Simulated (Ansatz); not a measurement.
Correlation energies of CH10AlNSi2 (`[CH3][AlH][N]([SiH3])[SiH3]`) by basis set

```xyz
15

C     1.582   -0.473    1.991
Al    1.410   -0.031    0.104
N    -0.250    0.136   -0.575
Si   -1.635   -0.142    0.433
Si   -0.538    0.581   -2.226
H     0.857    0.063    2.612
H     2.582   -0.246    2.369
H     1.407   -1.541    2.156
H     2.625    0.182   -0.888
H    -2.848   -0.245   -0.423
H    -1.845    0.964    1.408
H    -1.487   -1.404    1.207
H    -1.200   -0.517   -2.982
H    -1.421    1.778   -2.311
H     0.762    0.895   -2.875
```

Total charge 0; spin multiplicity 1. The structure was optimised at the PBE0-D4/def2-TZVP level. It is one conformer, not always the lowest. Frozen core, restricted reference, the Gaussian-basis code of Ansatz. CBS rows extrapolate triple and quadruple zeta; past MP2 they add the triple-zeta difference.

```csv
basis,HF (Eh),MP2 corr.,CCSD corr.,(T),CCSD(T) total
def2-TZVPP,-918.07835,-0.72608,-0.79461,-0.02913,-918.90209
def2-QZVPP,-918.10926,-0.77625,–,–,–
CBS(def2),-918.11351,-0.81341,-0.88194,as TZ,-919.02458
```
